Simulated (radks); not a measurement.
The numbers below are computed, except where a source is named.
Species: Cs23+. Configuration: [Ar] 3d10 4s2 4p2. Code: a radial shooting solver on a logarithmic mesh with Libxc functionals. Model: non-relativistic Kohn-Sham, LDA (Slater exchange, Perdew-Wang correlation), spin-unpolarised, spherical densities, point nucleus; relativity is left out, which matters for an element this heavy.

Radial electron density D(r) = 4 pi r^2 rho(r):

r (bohr)  D(r) (e/bohr)
0.001351          2.324
0.001535          2.942
0.001759          3.767
0.001999          4.740
0.002272          5.942
0.002603          7.520
0.002958          9.343
0.003362          11.54
0.003821          14.18
0.004378          17.51
0.004976          21.18
0.005656          25.40
0.006479          30.46
0.007364          35.73
0.00837           41.36
0.009589          47.55
0.0109            53.32
0.01239           58.69
0.01419           63.57
0.01613           66.99
0.01833           68.96
0.021             69.31
0.02387           68.10
0.02713           65.84
0.03108           63.12
0.03533           61.32
0.04015           61.32
0.046             64.13
0.05228           69.50
0.05942           76.70
0.06753           84.02
0.07737           89.51
0.08794           90.50
0.09995           86.74
0.1145            78.83
0.1301            70.65
0.1479            65.22
0.1695            64.82
0.1926            68.82
0.2189            73.57
0.2508            74.34
0.285             67.95
0.324             55.21
0.3712            38.95
0.4218            25.85
0.4794            17.49
0.5493            13.16
0.6243            10.94
0.7096            8.546
0.8129            5.477
0.9239            2.869
1.05              1.166
1.193            0.3576
1.367           0.07240
1.554           0.01126
1.766          0.001189

D(r) has 3 maxima, at r = 0.0202, 0.0845, 0.239 bohr, and minima at 0.0377, 0.160 bohr, inside which lie 2.00, 11.36 electrons.
